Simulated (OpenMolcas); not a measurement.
**An input for doublet CH7BNP+**

CH7BNP+: 11 atoms, total charge +1, spin state doublet. SMILES of the parent species: `CB(N)P`. The coordinates come from a PBE0-D4/def2-TZVP relaxation. This is one conformer, not always the lowest. That shape belongs to the parent species and isn't relaxed for this state.

```jsonl
{"atom": "C", "x (Å)": "-1.0932", "y (Å)": "0.9226", "z (Å)": "-0.1280"}
{"atom": "B", "x (Å)": "0.0029", "y (Å)": "-0.1798", "z (Å)": "0.1119"}
{"atom": "N", "x (Å)": "0.4271", "y (Å)": "-0.4959", "z (Å)": "1.4014"}
{"atom": "P", "x (Å)": "0.6709", "y (Å)": "-1.2049", "z (Å)": "-1.3891"}
{"atom": "H", "x (Å)": "-1.9035", "y (Å)": "0.5532", "z (Å)": "-0.7637"}
{"atom": "H", "x (Å)": "-1.5370", "y (Å)": "1.2993", "z (Å)": "0.7983"}
{"atom": "H", "x (Å)": "-0.6596", "y (Å)": "1.7766", "z (Å)": "-0.6592"}
{"atom": "H", "x (Å)": "1.1341", "y (Å)": "-1.1792", "z (Å)": "1.6110"}
{"atom": "H", "x (Å)": "0.0433", "y (Å)": "-0.0498", "z (Å)": "2.2184"}
{"atom": "H", "x (Å)": "2.0072", "y (Å)": "-1.3933", "z (Å)": "-0.9488"}
{"atom": "H", "x (Å)": "0.9733", "y (Å)": "-0.1057", "z (Å)": "-2.2314"}
```

Settings wanted:

| Setting | Value |
| --- | --- |
| method | DFT |
| reference | UKS |
| relativity | none |
| symmetry | none |
| basis set | def2-SVP |
| task | energy |
| functional | SVWN5 |
| nucleus | point |
| integration grid | UltraFine |
| SCF convergence threshold | 1e-10 |

Question: Give an OpenMolcas 26.06 job that does this.

Answer: One that was run (others would do as well):

struct.xyz:
```
11

C     -1.093200     0.922600    -0.128000
B      0.002900    -0.179800     0.111900
N      0.427100    -0.495900     1.401400
P      0.670900    -1.204900    -1.389100
H     -1.903500     0.553200    -0.763700
H     -1.537000     1.299300     0.798300
H     -0.659600     1.776600    -0.659200
H      1.134100    -1.179200     1.611000
H      0.043300    -0.049800     2.218400
H      2.007200    -1.393300    -0.948800
H      0.973300    -0.105700    -2.231400
```

test.inp:
```
&GATEWAY
  BasLib=$CurrDir
  Coord=struct.xyz
  Basis=def2-SVP
  Group=NoSym

&SEWARD
  GridInput
  Grid=UltraFine
  End of Grid

&SCF
  UHF
  Charge=1
  Spin=2
  KSDFT=SVWN5
  Thresholds=1e-10 1e-07 1e-07 1e-05
  PrOrbitals=1 1
```

```bash
$ export MOLCAS_MEM=1860
$ pymolcas test.inp > test.log
```

(Basis files named in the input come from the Basis Set Exchange and aren't shown.)

Calculated total energy: -460.40358 Eh.
